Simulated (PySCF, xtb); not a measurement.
C3H7BO2, SMILES OB1[C@H](C)CO1.

xtb 6.7.1 with GFN2-xTB at its own geometry gives an orbital gap of 6.28 eV and a dipole moment of 2.99 D.

Coordinates come from a B3LYP-D3(BJ)/def2-SVP optimisation. The structure was generated by enumeration; whether it is a known compound was not checked. The values are those of a single conformer.

### Question
What does PySCF with PBE/def2-TZVP give? (Estimate from the structure and the level; the computed values follow.)

### Answer
gap 6.36 eV (levels -6.63 and -0.27 eV), dipole 2.81 D.
